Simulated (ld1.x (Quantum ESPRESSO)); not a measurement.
# gallium: one change to a TM potential, before and after

ld1.x (Quantum ESPRESSO) 7.5 input, shortened:

```
&input
   title='Ga', zed=31., rel=1, dft='PZ', iswitch=3,
   config='[Ar] 3d10 4s2 4p1 4d-2'
 /
 &inputp
   pseudotype=2, tm=.true., lloc=1,
   nlcc=.false.
 /
3
4S  1  0   2.00   0.00  1.90  1.90  0.0
4D  3  2  -2.00   0.05  1.95  1.95  0.0
4P  2  1   1.00   0.00  2.20  2.20  0.0
 &test
   configts(1)='4s2 4p1'
 /
```

Change: all radii scaled by about 1.37 (s 2.60, p 3.00, d 2.66 bohr).

Cutoffs: the cutoffs (Ry, on a coarse ladder) from which the occupation-weighted sum of valence levels, in a spherical-Bessel basis at the reference potential, stays within 10 and 1 mRy of its value at 400 Ry; they do not see the model core or the augmentation charge, which bear on the density cutoff. Errors are all-electron minus pseudo energies relative to the spin-unpolarised reference configuration.

Question: Predict the effect on cutoff, ghosts and configuration errors.

Answer: The potential gets softer (15 Ry and 35 Ry → 8 Ry and 21 Ry); the bound ghost in d, s disappears; of the 9 tests that both files solve, the error grows in 2 and shrinks in 4 by more than 15 % and 0.3 meV (median size 15.7 → 12.6 meV). A larger radius leaves more room for a smooth pseudo-wave, so fewer plane waves are needed.

```csv
quantity,base,changed
"cutoff, loose",15 Ry,8 Ry
"cutoff, tight",35 Ry,21 Ry
loose cutoff by channel (10 mRy a level),"s 12 Ry, p 6 Ry","s 8 Ry, p 6 Ry"
bound ghosts,"s, d",none
"error for 4s2 4p0, meV [ΔE 5.89 eV]",+6.4,+9.2
"error for 4s1 4p0, meV [ΔE 27.39 eV]",+112,+91
"error for 4s2 4p0.5, meV [ΔE 2.12 eV]",+1.0,+1.5
"error for 4s1 4p2, meV [ΔE 6.61 eV]",+14,+4.9
"error for 4s2 4p1.3, meV [ΔE -0.58 eV]",+0.3,+0.4
"error for 4s0 4p3, meV [ΔE 13.54 eV]",+76,+39
"error for 4s1 4p1, meV [ΔE 13.34 eV]",+24,+13
"error for 4s2 4p1 (spin-polarised), meV [ΔE -0.13 eV]",+16,+16
"error for 4s1 4p0 (spin-polarised), meV [ΔE 27.08 eV]",+423,+401
```

 A true bound ghost makes a file unfit for plane-wave use even where its test errors are small: the radial tests pick states by their node count and pass the ghost by.
